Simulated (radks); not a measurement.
Results of a calculation; reference values are marked as such.
Species: Br. Configuration: [Ar] 3d10 4s2 4p5. Level of theory: Dirac Kohn-Sham, PBE, spin-unpolarised, spherical densities, finite nucleus; open shells fill j = l - 1/2 first; Fermi nuclear charge, rms radius 4.1629 fm (a radial shooting solver on a logarithmic mesh with Libxc functionals).

Unscreened Slater integrals over Kohn-Sham orbitals (hartree). Large and small components are both included.

F0(4p3/2,4p3/2): 0.42750
F2(4p3/2,4p3/2): 0.21876
F0(4p3/2,4p1/2): 0.43245
G2(4p3/2,4p1/2): 0.22121
F0(4p3/2,4s1/2): 0.47352
G1(4p3/2,4s1/2): 0.30468
F0(4p3/2,3d5/2): 0.56645
F2(4p3/2,3d5/2): 0.10778
G1(4p3/2,3d5/2): 0.035190
G3(4p3/2,3d5/2): 0.032107
F0(4p1/2,4p1/2): 0.43760
F0(4p1/2,4s1/2): 0.48036
G1(4p1/2,4s1/2): 0.31331
F0(4p1/2,3d5/2): 0.57859
G3(4p1/2,3d5/2): 0.033976
F0(4s1/2,4s1/2): 0.53857
F0(4s1/2,3d5/2): 0.69116
G2(4s1/2,3d5/2): 0.057931
F0(3d5/2,3d5/2): 1.5512
F2(3d5/2,3d5/2): 0.74101
F4(3d5/2,3d5/2): 0.46583
